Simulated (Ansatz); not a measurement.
`FC(F)C1(F)OC1(F)F` + H–F → `FC1(F)OC1(F)F` + `FCF` at 298.15 K and 1 bar (substitution at a C–C bond).

Calculated with Ansatz (gas phase, PBE0-D4/def2-TZVP geometries, no zero-point term in ΔE). CBS: MP2 limit from def2 TZ/QZ plus the TZ coupled-cluster correction, frozen cores. This one scheme is used for every species. Each species was taken in one conformer, which may not be the lowest.

```csv
species,CCSD(T)/CBS energy (Eh),H − E (kJ/mol),S (J/(mol·K))
`FC(F)C1(F)OC1(F)F`,-688.82508,148.1,369.4
H–F,-100.39570,33.5,173.6
`FC1(F)OC1(F)F`,-550.38209,87.4,311.7
`FCF`,-238.82660,97.1,246.5
```

H − E and S are ideal-gas, rigid-rotor, harmonic terms from PBE0-D4/def2-TZVP, for one conformer and one mirror image of each species. 1 Eh = 2625.50 kJ/mol, R = 8.31446 J/(mol·K).

Problem. By hand: ΔE, ΔH, ΔS and ΔG.

Solution. ΔE = (-550.38209) + (-238.82660) − (-688.82508) − (-100.39570) = 0.01209 Eh = 31.7 kJ/mol. Δ(H − E) = 87.4 + 97.1 − 148.1 − 33.5 = 2.9, so ΔH = 34.6 kJ/mol. ΔS = 311.7 + 246.5 − 369.4 − 173.6 = 15.2 J/(mol·K). ΔG = 34.6 − 298.15 × (15.2)/1000 = 30.1 kJ/mol.

Problem. By hand: the equilibrium constant, and the temperature at which ΔG would vanish if ΔH and ΔS stayed fixed.

Solution. log₁₀ K = −ΔG/(RT ln 10) = -5.3. ΔG = 0 at ΔH/ΔS = 2276 K, though so small a ΔS makes that figure unsure.

ΔH outweighs TΔS. A doubt of 5 kJ/mol in ΔE shifts log₁₀ K by 0.9 here. Other conformers and mirror images would add mixing entropy, several J/(mol·K) or more a flexible species. Modes under 60 cm⁻¹, often nearly free rotors, make the harmonic entropy too high. These are equilibria of isolated gas molecules and say nothing of rates. Largest T1 diagnostic: 0.013 (customary marks: 0.02 for closed shells, 0.045 for open ones).
